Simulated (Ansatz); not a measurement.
# Cost against result

Saddle point of GeNH$_{6}$Br, closed shell (GeH₃Br ([GeH3][Br]) + NH₃ → GeNH₅ ([NH2][GeH3]) + HBr (still joined by a long H–N bond); bonds formed: Ge1–N7, Br2–H6; bonds broken: Ge1–Br2; bonds weakened to dative contacts: H6–N7), PBE0-D4/def2-TZVP structure:

```xyz
9
angstrom
Ge -0.4190 0.0790 -0.9091
Br 2.1556 0.5853 -0.8522
H -0.2144 -1.3005 -1.5359
H -1.8816 0.0614 -0.3235
H -0.4877 1.3025 -1.8370
H 1.0259 -0.6375 1.1317
N 0.1219 -0.1698 1.1255
H -0.5751 -0.6698 1.6710
H 0.2745 0.7495 1.5296
```

Barriers are electronic and count from the start structure reached by relaxing down the imaginary mode.

Program: Ansatz 0.2.0. Basis: as named in each row. Cores are frozen in the correlated methods. Filled d shells of the heavier atoms are correlated. The def2 sets are not built for correlating such inner shells, so the correlated values are less sure here. B3LYP uses VWN-RPA correlation. Extrapolation: Hartree–Fock as exp(−7.88 √X), correlation as X^−2.97.

Times are rough, for one single point on 4 threads of a shared host (Arm Neoverse V1).

The estimate by CCSD(T) at an estimated basis limit (MP2 extrapolated from triple and quadruple zeta, plus CCSD(T) − MP2 in triple zeta) is 0.785 eV.

| method | basis | time (s) | barrier (eV) | method less estimate |
| --- | --- | --- | --- | --- |
| HF | STO-3G | under 1 | 1.509 | 0.724 |
| PBE-D4 | STO-3G | under 1 | 0.843 | 0.059 |
| SPW92 | def2-SVP | under 1 | 0.353 | -0.432 |
| PBE-D4 | def2-SVP | under 1 | 0.552 | -0.233 |
| B3LYP-D4 | 6-31G | 1 | 0.170 | -0.614 |
| SPW92 | def2-TZVPP | 1 | 0.433 | -0.352 |
| PBE0-D4 | def2-SVP | 1 | 0.617 | -0.168 |
| PBE-D4 | def2-TZVPP | 2 | 0.618 | -0.167 |
| BLYP-D4 | def2-TZVPP | 2 | 0.693 | -0.092 |
| B3LYP-D4 | def2-TZVPP | 3 | 0.733 | -0.051 |
| BHLYP-D4 | def2-TZVPP | 3 | 0.782 | -0.002 |
| PBE0-D4 | def2-TZVPP | 3 | 0.669 | -0.116 |
| CAM-B3LYP-D4 | def2-TZVPP | 3 | 0.763 | -0.022 |
| r2SCAN-D4 | def2-TZVPP | 4 | 0.659 | -0.125 |
| RPA on PBE | def2-TZVPP | 5 | 0.817 | 0.032 |
| r2SCAN0-D4 | def2-TZVPP | 5 | 0.695 | -0.090 |
| B2PLYP | def2-TZVPP | 6 | 0.771 | -0.013 |
| wB97M-V | def2-SVP | 6 | 0.679 | -0.106 |
| PBE-QIDH | def2-TZVPP | 6 | 0.717 | -0.067 |
| wB97X-V | def2-TZVPP | 8 | 0.763 | -0.022 |
| CCSD(T) | def2-SVP | 8 | 0.803 | 0.018 |
| B97M-V | def2-TZVPP | 8 | 0.725 | -0.060 |
| wB97M-V | def2-TZVPP | 9 | 0.736 | -0.048 |
| MP2 | def2-QZVPP | 23 | 0.771 | -0.014 |
| CCSD(T) | def2-TZVPP | 160 | 0.788 | 0.003 |

All methods are single points on the PBE0-D4 structures.

The T1 diagnostic stays at or below 0.010.

The step is the kind of exchange with an N–H group that builds nitride films in atomic layer and chemical vapour deposition.

Labels in which every atom is bracketed show which atoms are joined, not bond orders.
